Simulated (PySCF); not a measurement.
One molecule, one basis, several functionals.

Compound: C2H8GeS.
SMILES: `C[S][GeH2][CH3]`

Torsions of this conformer, `[CH3:1][S:2][GeH2:3][CH3:4]`: C1–S2–Ge3–C4 180°.

PySCF, def2-SVPD basis, density fitting, gas phase, PBE0-D3(BJ)/def2-SVP geometry; singlet excitations by full TDDFT with frozen cores, triplets by Tamm–Dancoff TDDFT and ionisation energies by ΔSCF, from the lowest of the holes tried. One functional is left out:

```json
{"functional": "LDA", "exact exchange (%)": "0", "HOMO energy (eV)": "-5.51", "LUMO energy (eV)": "-0.99", "lowest singlet excitation (eV)": "4.65", "lowest triplet excitation (eV)": "4.40", "dipole moment (D)": "1.126", "mean polarisability (au)": "84.3", "vertical ionisation energy (eV)": "8.71"}
{"functional": "PBE", "exact exchange (%)": "0", "HOMO energy (eV)": "-5.45", "LUMO energy (eV)": "-0.81", "lowest singlet excitation (eV)": "4.74", "lowest triplet excitation (eV)": "4.46", "dipole moment (D)": "1.093", "mean polarisability (au)": "82.8", "vertical ionisation energy (eV)": "8.58"}
{"functional": "B3LYP", "exact exchange (%)": "20", "HOMO energy (eV)": "-6.42", "LUMO energy (eV)": "-0.28", "lowest singlet excitation (eV)": "5.06", "lowest triplet excitation (eV)": "4.74", "dipole moment (D)": "1.132", "mean polarisability (au)": "80.9", "vertical ionisation energy (eV)": "8.74"}
{"functional": "BHandHLYP", "exact exchange (%)": "50", "HOMO energy (eV)": "-7.72", "LUMO energy (eV)": "0.65", "lowest singlet excitation (eV)": "5.51", "lowest triplet excitation (eV)": "5.13", "dipole moment (D)": "1.226", "mean polarisability (au)": "78.0", "vertical ionisation energy (eV)": "8.67"}
```

Task: Predict the row of PBE0 (25 % exact exchange) by straight lines through the other rows, and check it.

Result: 
```tsv
property	line	computed	computed − line	B3LYP (20 %), for comparison
HOMO energy (eV)	-6.61	-6.64	-0.03	-6.42
LUMO energy (eV)	-0.12	-0.03	+0.09	-0.28
lowest singlet excitation (eV)	5.11	5.22	+0.11	5.06
lowest triplet excitation (eV)	4.79	4.85	+0.06	4.74
dipole moment (D)	1.161	1.187	+0.026	1.132
mean polarisability (au)	80.7	79.8	-0.9	80.9
vertical ionisation energy (eV)	8.68	8.71	+0.03	8.74
```

Task: Which of these properties follows the share of exact exchange most closely, and which least?

Result: Most closely the HOMO energy, least the vertical ionisation energy; the correlations over the tabulated rows are HOMO energy -1.000, lowest triplet excitation 0.996, LUMO energy 0.995, lowest singlet excitation 0.994, mean polarisability -0.971, dipole moment 0.949, vertical ionisation energy 0.213. The HOMO energy moves by -0.449 eV for every 10 %. Functionals with the same share still differ in their other parts: at 0 % LDA and PBE differ by 0.06 eV in it.
